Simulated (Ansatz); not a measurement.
`CC[SiH2][GaH2]` + silanol → `[SiH3]O[SiH2][GaH2]` + ethane at 600 K and 1 bar (ligand exchange at the Si–C bond).

Gas-phase electronic energies from Ansatz, PBE0-D4/def2-TZVP geometries. CCSD(T)/CBS adds triple-zeta CCSD(T) − MP2 to the extrapolated MP2 energy (def2 sets, frozen cores). This one scheme is used for every species. For Ga outer-core shells are correlated without core-valence functions, which leaves a few kJ/mol of doubt a bond. Scalar relativity is left out up to krypton. Each species was taken in one conformer, which may not be the lowest.

| species | CCSD(T)/CBS energy (Eh) | H − E (kJ/mol) | S (J/(mol·K)) |
| --- | --- | --- | --- |
| `CC[SiH2][GaH2]` | -2294.52539 | 321.9 | 483.4 |
| `O[SiH3]` | -366.69042 | 135.7 | 307.9 |
| `[SiH3]O[SiH2][GaH2]` | -2581.53792 | 229.9 | 476.8 |
| `CC` | -79.71954 | 228.8 | 274.9 |

H − E and S are ideal-gas, rigid-rotor, harmonic terms from PBE0-D4/def2-TZVP, for one conformer and one mirror image of each species. 1 Eh = 2625.50 kJ/mol, R = 8.31446 J/(mol·K).

Q: By hand: ΔE, ΔH, ΔS and ΔG.

A: ΔE = (-2581.53792) + (-79.71954) − (-2294.52539) − (-366.69042) = -0.04165 Eh = -109.4 kJ/mol. Δ(H − E) = 229.9 + 228.8 − 321.9 − 135.7 = 1.1, so ΔH = -108.3 kJ/mol. ΔS = 476.8 + 274.9 − 483.4 − 307.9 = -39.6 J/(mol·K). ΔG = -108.3 − 600 × (-39.6)/1000 = -84.5 kJ/mol.

Q: By hand: the equilibrium constant, and the temperature at which ΔG would vanish if ΔH and ΔS stayed fixed.

A: log₁₀ K = −ΔG/(RT ln 10) = 7.4. ΔG = 0 at ΔH/ΔS = 2735 K, far beyond where these terms or the molecules hold.

ΔH outweighs TΔS. A doubt of 5 kJ/mol in ΔE shifts log₁₀ K by 0.4 here. Other conformers and mirror images would add mixing entropy, several J/(mol·K) or more a flexible species. These are equilibria of isolated gas molecules and say nothing of rates. Largest T1 diagnostic: 0.013 (customary marks: 0.02 for closed shells, 0.045 for open ones).
